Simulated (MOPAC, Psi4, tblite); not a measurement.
Intermolecular potential of C2H2 ··· H4Si (SMILES C#C and [SiH4]), singlet. Monomers: optimised at B3LYP-D3(BJ) (def2-TZVP), held rigid. Orientation: lowest of the rigid-body minima from ten starts at GFN2-xTB. The monomers approach along the line of their centres of mass (distance R); nothing else relaxes. The table gives interaction energies.

| R / Å | A | B | C |
|---|---|---|---|
| 3.98 | 2.76 | 37.56 | 16.59 |
| 4.14 | -2.51 | 26.04 | 9.19 |
| 4.37 | -5.68 | 15.22 | 3.57 |
| 4.55 | -6.27 | 9.73 | 1.48 |
| 4.72 | -6.04 | 6.09 | 0.48 |
| 4.98 | -5.12 | 2.52 | -0.13 |
| 5.24 | -4.11 | 0.59 | -0.29 |
| 5.58 | -2.98 | -0.43 | -0.28 |
| 6.02 | -1.95 | -0.56 | -0.20 |
| 6.79 | -0.95 | -0.26 | -0.09 |
| 7.78 | -0.43 | -0.09 | -0.03 |
| 9.05 | -0.19 | -0.03 | -0.01 |

Energies in kJ/mol.

Question: Which curve belongs to which method? The methods are GFN2-xTB (tblite 0.5.0); DF-MP2/aug-cc-pVDZ, frozen core, counterpoise-corrected run with Psi4; PM7, restricted, heats of formation in MOPAC 23.2.5.

Answer: A is GFN2-xTB; B is PM7; C is MP2/aug-cc-pVDZ.
